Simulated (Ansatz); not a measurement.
**Match the barriers**

Saddle point of CH$_{7}$FSn, singlet (CH₆Sn ([CH3][SnH3]) + HF → SnH₃F ([F][SnH3]) + CH₄; bonds formed: Sn1–F7, C2–H6; bonds broken: Sn1–C2, H6–F7), PBE0-D4/def2-TZVP structure:

Sn1  (-0.697, 0.999, -0.158)
C2  (0.478, -1.125, -0.103)
H3  (-1.625, 0.211, -1.380)
H4  (-1.720, 1.313, 1.159)
H5  (0.139, 2.287, -0.881)
H6  (0.830, -0.115, 0.704)
F7  (0.985, 0.907, 1.332)
H8  (-0.416, -1.721, 0.078)
H9  (0.723, -1.124, -1.164)
H10  (1.305, -1.631, 0.412)
(Å)

Program: Ansatz 0.2.0. Basis: def2-TZVPP, with def2-QZVPP for the basis limit. Cores are frozen in the correlated methods. Filled d shells of the heavier atoms are correlated. Core potentials replace the inner electrons of the atoms past krypton. The def2 sets are not built for correlating such inner shells, so the correlated values are less sure here. Extrapolation: Hartree–Fock as exp(−7.88 √X), correlation as X^−2.97. Four methods, as single points on the PBE0-D4 structures, gave these electronic barriers from the start structure: 0.886, 1.144, 1.500, 1.900 eV.

(1) The methods were, in alphabetical order, BHLYP-D4, HF, r2SCAN-D4, SPW92. Which gave which? (A judgement: the text doesn't fix the answer.)

T1 diagnostic: at most 0.014.

Results:

(1) The calculation gives: SPW92 0.886; r2SCAN-D4 1.144; BHLYP-D4 1.500; HF 1.900 eV. For comparison, CCSD(T) at an estimated basis limit (MP2 extrapolated from triple and quadruple zeta, plus CCSD(T) − MP2 in triple zeta) gives 1.400 eV.

Labels in which every atom is bracketed show which atoms are joined, not bond orders.

For scale, one of the runs: CCSD(T)/def2-TZVPP, 210 basis functions, launched by `ansatz run in.yaml --threads 4 --pin off --events-out ev --progress --plain --max-ram 9574MiB`. Hardware: 4 CPU threads of an Intel Xeon, shared host. Wall time 110 s; peak host memory 3.3 GiB.
